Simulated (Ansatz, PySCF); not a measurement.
C₃H₉Bi, SMILES [CH3][Bi]([CH3])[CH3]. Atoms are numbered in the order given.

```xyz
13

Bi    -0.0034    -0.0141     0.3225
C     -1.0691    -1.5812    -0.9786
H     -0.6570    -2.5772    -0.7619
H     -0.9074    -1.3323    -2.0367
H     -2.1451    -1.5726    -0.7529
C     -0.8353     1.7326    -0.9188
H     -0.7060     1.5022    -1.9856
H     -0.2892     2.6529    -0.6665
H     -1.9028     1.8661    -0.6921
C      1.9181    -0.1269    -0.9342
H      1.6478    -0.0888    -1.9988
H      2.4431    -1.0679    -0.7155
H      2.5691     0.7228    -0.6834
```

The structure is a stationary point at B3LYP-D3(BJ)/def2-SVP. The isomer is the one that the SMILES or the coordinates give; other isomers of the formula were not compared. The def2 effective core potentials stand for the cores of Bi; spin–orbit coupling is left out.

Two levels are set side by side: PBE-D3(BJ)/def2-SVP (Ansatz, a program for electronic structure) and B3LYP-D3(BJ)/def2-SVP (Ansatz). Each level has its own optimised geometry; the coordinates shown are those of the second. Frequencies come from the Hessian of PySCF at each geometry. Differences are taken from unrounded values.

| quantity | B3LYP-D3(BJ) | PBE-D3(BJ) | PBE-D3(BJ) minus B3LYP-D3(BJ) |
|---|---|---|---|
| mean bond length (Å) | 1.399 | 1.406 | 0.006 |
| bond Bi1–C2 (Å) | 2.299 | 2.302 | 0.003 |
| bond Bi1–C6 (Å) | 2.299 | 2.302 | 0.003 |
| bond Bi1–C10 (Å) | 2.299 | 2.302 | 0.003 |
| bond C2–H3 (Å) | 1.099 | 1.107 | 0.007 |
| bond C2–H4 (Å) | 1.099 | 1.107 | 0.008 |
| bond C2–H5 (Å) | 1.099 | 1.107 | 0.007 |
| bond C6–H7 (Å) | 1.099 | 1.107 | 0.008 |
| bond C6–H8 (Å) | 1.099 | 1.107 | 0.007 |
| bond C6–H9 (Å) | 1.099 | 1.107 | 0.007 |
| bond C10–H11 (Å) | 1.099 | 1.107 | 0.008 |
| bond C10–H12 (Å) | 1.099 | 1.107 | 0.007 |
| bond C10–H13 (Å) | 1.099 | 1.107 | 0.007 |
| highest harmonic wavenumber (cm⁻¹) | 3160 | 3108 | -51 |
| mean harmonic wavenumber (cm⁻¹) | 1416 | 1381 | -35 |
| zero-point energy (kcal/mol) | 66.81 | 65.17 | -1.64 |

GGA bonds tend to be longer and softer than those of functionals with exact exchange. Differences between two approximate levels are no errors against the true value.
